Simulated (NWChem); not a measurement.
**Basis-set convergence for H$_{4}$HfO$_{2}$**

SMILES: [OH][HfH2][OH]
```xyz
7

Hf     0.0000     0.0000    -0.1831
O      1.6499     0.0000     0.8006
H      2.3444     0.0000     1.4618
O     -1.6499     0.0000     0.8006
H     -2.3444     0.0000     1.4618
H      0.0000    -1.5132    -1.2743
H      0.0000     1.5132    -1.2743
```
Charge 0, spin multiplicity 1.

Program: NWChem. Structure: optimised with B3LYP/def2-SVP with def2 effective core potentials on Hf, a minimum by its harmonic frequencies. It is one conformer; others weren't searched.

Quantity: dipole moment at the level PBE.

Effective core potentials replace the inner electrons of Hf; spin-orbit coupling is left out. The structure started from a generated list of species.

Relative cost: rough, from shared machines, SCF included, def2-SVP = 1.

Problem. In def2-TZVPP the value is 3.22 D. Among def2-SVP, def2-SVPD, def2-TZVP, def2-TZVPD, which is the smallest basis within 0.03 D of it?

Solution. No smaller set comes that close. def2-TZVPP isn't the basis-set limit itself, and a small set can land close by cancellation.

```tsv
basis	functions	dipole moment (D)	relative cost
def2-SVP	80	3.53	1
def2-SVPD	113	3.07	under 3
def2-TZVP	126	3.28	under 3
def2-TZVPD	159	3.12	4
def2-TZVPP	174	3.22	under 3
```
